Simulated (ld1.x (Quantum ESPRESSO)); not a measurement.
An all-electron radial function and its pseudo partner (V)

Columns: radius, all-electron u(r) and pseudo u(r) of the 3s shell (level -70.24 eV) of vanadium in the configuration [Ne] 3s2 3p6 3d3 4s2 4p0; PBE, scalar-relativistic, RRKJ scheme, ld1.x (Quantum ESPRESSO) 7.5.

```json
{"r (bohr)": "0.062", "all-electron": "0.2093", "pseudo": "0.0590"}
{"r (bohr)": "0.125", "all-electron": "-0.3095", "pseudo": "0.1219"}
{"r (bohr)": "0.188", "all-electron": "-0.5847", "pseudo": "0.1910"}
{"r (bohr)": "0.250", "all-electron": "-0.5527", "pseudo": "0.2681"}
{"r (bohr)": "0.312", "all-electron": "-0.3303", "pseudo": "0.3572"}
{"r (bohr)": "0.375", "all-electron": "-0.0215", "pseudo": "0.4620"}
{"r (bohr)": "0.438", "all-electron": "0.2939", "pseudo": "0.5811"}
{"r (bohr)": "0.500", "all-electron": "0.5690", "pseudo": "0.7084"}
{"r (bohr)": "0.562", "all-electron": "0.7909", "pseudo": "0.8378"}
{"r (bohr)": "0.625", "all-electron": "0.9571", "pseudo": "0.9590"}
{"r (bohr)": "0.688", "all-electron": "1.0667", "pseudo": "1.0563"}
{"r (bohr)": "0.750", "all-electron": "1.1263", "pseudo": "1.1183"}
{"r (bohr)": "0.812", "all-electron": "1.1467", "pseudo": "1.1435"}
{"r (bohr)": "0.875", "all-electron": "1.1360", "pseudo": "1.1354"}
{"r (bohr)": "0.938", "all-electron": "1.1017", "pseudo": "1.1017"}
{"r (bohr)": "1.000", "all-electron": "1.0519", "pseudo": "1.0519"}
{"r (bohr)": "1.062", "all-electron": "0.9915", "pseudo": "0.9915"}
{"r (bohr)": "1.125", "all-electron": "0.9238", "pseudo": "0.9238"}
{"r (bohr)": "1.188", "all-electron": "0.8531", "pseudo": "0.8531"}
{"r (bohr)": "1.250", "all-electron": "0.7832", "pseudo": "0.7832"}
{"r (bohr)": "1.312", "all-electron": "0.7147", "pseudo": "0.7147"}
{"r (bohr)": "1.375", "all-electron": "0.6479", "pseudo": "0.6479"}
{"r (bohr)": "1.438", "all-electron": "0.5847", "pseudo": "0.5847"}
{"r (bohr)": "1.500", "all-electron": "0.5265", "pseudo": "0.5265"}
{"r (bohr)": "1.562", "all-electron": "0.4726", "pseudo": "0.4726"}
{"r (bohr)": "1.625", "all-electron": "0.4223", "pseudo": "0.4223"}
```

Task: How many radial nodes do the two functions have?

Result: The all-electron 3s function has n − l − 1 = 2; the pseudo-wave has 0, since the states of the same l below it are removed with the core.

Task: At about which radius was the pseudo-wave matched?

Result: 1.00 bohr, where the columns begin to agree (steps of 0.06 bohr).

Task: Is the pseudo-wave norm-conserving?

Result: Yes: the RRKJ scheme keeps the norm inside the radius equal to the all-electron one, which fixes the energy derivative of the logarithmic derivative at the level.
